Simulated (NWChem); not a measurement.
System meant: AlHOCl2; SMILES [Cl][Al]([OH])[Cl]

NWChem input:

```
start job
memory heap 200 mb stack 900 mb global 1100 mb
geometry units angstroms noautoz
  Al     0.057120    -0.000001     0.412441
  Cl    -1.821731     0.000000    -0.529649
  Cl     1.808807     0.000000    -0.732053
  O      0.228629     0.000000     2.107485
  H     -0.532713     0.000000     2.709123
end
basis spherical
  Al library def2-svp
  Cl library def2-svp
  O library def2-svp
  H library def2-svp
end
dft
  odft
  mult 2
  xc xpbe96 cpbe96
  iterations 150
  mulliken
end
task dft energy
```

End of the output:

```
 Summary of "ao basis" -> "" (spherical)
 ------------------------------------------------------------------------------
       Tag                 Description            Shells   Functions and Types
 ---------------- ------------------------------  ------  ---------------------
 Al                         def2-svp                 8       18   4s3p1d
 Cl                         def2-svp                 8       18   4s3p1d
 O                          def2-svp                 6       14   3s2p1d
 H                          def2-svp                 3        5   2s1p

  pbe96 is a nonlocal functional; adding pw91lda local functional.

                                 NWChem DFT Module
                                 -----------------

 Summary of "ao basis" -> "ao basis" (spherical)
 ------------------------------------------------------------------------------
       Tag                 Description            Shells   Functions and Types
 ---------------- ------------------------------  ------  ---------------------
 Al                         def2-svp                 8       18   4s3p1d
 Cl                         def2-svp                 8       18   4s3p1d
 O                          def2-svp                 6       14   3s2p1d
 H                          def2-svp                 3        5   2s1p

      Symmetry analysis of basis
      --------------------------

        a'         53
        a"         20

  number of electrons :                   56
  multiplicity        :                    2
 ------------------------------------------------------------------------
  no. of electrons and multiplicity not compatible                  56
 ------------------------------------------------------------------------
 ------------------------------------------------------------------------
  current input line :
    23: task dft energy
 ------------------------------------------------------------------------
 ------------------------------------------------------------------------
 There is an error in the input file
 ------------------------------------------------------------------------
 For more information see the NWChem manual at https://nwchemgit.github.io

0: no. of electrons and multiplicity not compatible:Received an Error in Communication
```

### Question
Find the fault in this run and fix the input.

### Answer
The program refused the input. Cause: the multiplicity doesn't fit the number of electrons (an even count wants an odd multiplicity, and the reverse). This input runs:
```
start job
memory heap 200 mb stack 900 mb global 1100 mb
geometry units angstroms noautoz
  Al     0.057120    -0.000001     0.412441
  Cl    -1.821731     0.000000    -0.529649
  Cl     1.808807     0.000000    -0.732053
  O      0.228629     0.000000     2.107485
  H     -0.532713     0.000000     2.709123
end
basis spherical
  Al library def2-svp
  Cl library def2-svp
  O library def2-svp
  H library def2-svp
end
dft
  xc xpbe96 cpbe96
  iterations 150
  mulliken
end
task dft energy
```
It converges to -1237.82913 Ha (PBE/def2-SVP).
